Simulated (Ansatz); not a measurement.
C₂H₆AlNSe, SMILES `C/N=C\[Se][AlH2]`, relaxed with RKS PBE0-D4/def2-TZVP in Ansatz 0.2.0 from a PBE-D4/def2-SVP geometry. The force threshold is 0.005 eV/Å; the program also tests the step.

The species carries charge 0 and has multiplicity 1.

Start:

```xyz
11

C     0.978   -1.427    0.248
N    -0.453   -1.474    0.371
C    -1.252   -0.726   -0.255
Se   -0.829    0.687   -1.620
Al   -0.202    2.330   -0.101
H     1.410   -1.063    1.204
H     1.340   -0.776   -0.581
H     1.364   -2.457    0.105
H    -2.345   -0.830   -0.112
H     0.146    3.761   -0.716
H    -0.158    1.976    1.457
```

**Question.** By how much does the energy fall, and how many steps does the optimiser take? (Estimate.)

**Answer.** Ansatz gave: 4.80 kJ/mol, in 13 steps.

**Question.** Which bonds change most? (An estimate is asked.)

**Answer.** Ansatz gave: C3–Se4 from 2.010 to 1.972 Å; C3–H9 from 1.107 to 1.088 Å; C1–H7 from 1.114 to 1.096 Å; C1–H8 from 1.109 to 1.092 Å.

**Question.** Give the relaxed structure. (Estimate.)

**Answer.** Computed: 
```xyz
11

C     0.951   -1.342    0.252
N    -0.474   -1.470    0.347
C    -1.278   -0.757   -0.285
Se   -0.906    0.675   -1.588
Al   -0.143    2.252   -0.082
H     1.326   -0.901    1.181
H     1.280   -0.730   -0.595
H     1.388   -2.340    0.175
H    -2.348   -0.918   -0.171
H     0.219    3.670   -0.679
H    -0.014    1.862    1.444
```
